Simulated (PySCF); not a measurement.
# LaBr at M06

Computed with M06; basis La def2-TZVPP with ECP46, Br def2-TZVPP; scalar-relativistic core potentials; PySCF 2.14.

```
state                                            : singlet, about 0.1 electrons in the 4f shell (Mulliken)
bond length                                      : 2.679 Å
harmonic wavenumber                              : 238 cm⁻¹
force constant                                   : 1.68 mdyn/Å
rotational constant Be                           : 0.04667 cm⁻¹
anharmonicity ωexe                               : 0.455 cm⁻¹
vibration–rotation constant αe                   : 0.000124 cm⁻¹
well depth De to La (5d1 6s2) + Br               : 4.53 eV
dissociation energy D0                           : 4.52 eV
HOMO–LUMO gap                                    : 1.90 eV
bond order (Mayer)                               : 1.25
dipole moment (positive dipole means La(−)Br(+)) : -3.11 D
```

These are scalar-relativistic numbers at best; spin–orbit coupling would shift them, the dissociation energy most.
